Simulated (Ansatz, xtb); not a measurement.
## Two isomers of BrClFGaH2Si

We compare X, `F[Si@H](Br)[GaH][Cl]`, a singlet, with Y, `F[SiH2][Ga]([Cl])[Br]`, a singlet. Both are isolated molecules in the gas phase, relaxed with B3LYP-D3(BJ)/def2-SVP; each stands in its lowest conformer found.

Problem. Estimate E(Y) − E(X) at the level CCSD(T)/def2-SVP + ΔMP2/def2-TZVPP.

Solution. Calculated at CCSD(T)/def2-SVP + ΔMP2/def2-TZVPP: E(Y) − E(X) = −0.405 eV, so structure Y lies lower.

Level by level:

| level | geometry | E(Y) − E(X) (eV) | departure from the last row (eV) | job, with rough time for the two |
| --- | --- | --- | --- | --- |
| B3LYP-D3(BJ)/def2-SVP | B3LYP-D3(BJ)/def2-SVP | −0.417 | −0.012 | optimisation, 2.4 min |
| HF/def2-SVP | B3LYP-D3(BJ)/def2-SVP | −0.521 | −0.117 | part of the CCSD(T) run |
| MP2/def2-SVP | B3LYP-D3(BJ)/def2-SVP | −0.493 | −0.088 | part of the CCSD(T) run |
| CCSD(T)/def2-SVP | B3LYP-D3(BJ)/def2-SVP | −0.498 | −0.093 | single point |
| CCSD(T)/def2-SVP + ΔMP2/def2-TZVPP | B3LYP-D3(BJ)/def2-SVP | −0.405 |  | single point, 35 s |

As drawn, Y has 1 Br–Ga, 1 Si–H in place of 1 Br–Si, 1 Ga–H.

None of the levels shown reverses the order. The largest departure from CCSD(T)/def2-SVP + ΔMP2/def2-TZVPP is that of HF/def2-SVP, 0.117 eV. Levels run at GFN2-xTB geometries aren't shown. The last row adds to CCSD(T) the change of the MP2 difference between the two basis sets, here +0.093 eV.

With harmonic frequencies from B3LYP-D3(BJ)/def2-SVP (ideal gas, rigid rotor, one conformer each, 298.15 K, 1 atm): on the last row, ΔE + ΔZPE = −0.377 eV. A mode under 50 cm⁻¹ makes harmonic enthalpies and free energies unreliable, so none is given.

The correlated steps freeze 29 core orbitals; the filled d shell of Br and Ga is correlated, in a basis made for valence electrons. Programs: Ansatz 0.2.0; the last row on 2 threads of Intel(R) Xeon(R) 6975P-C (Granite Rapids) on a shared host.
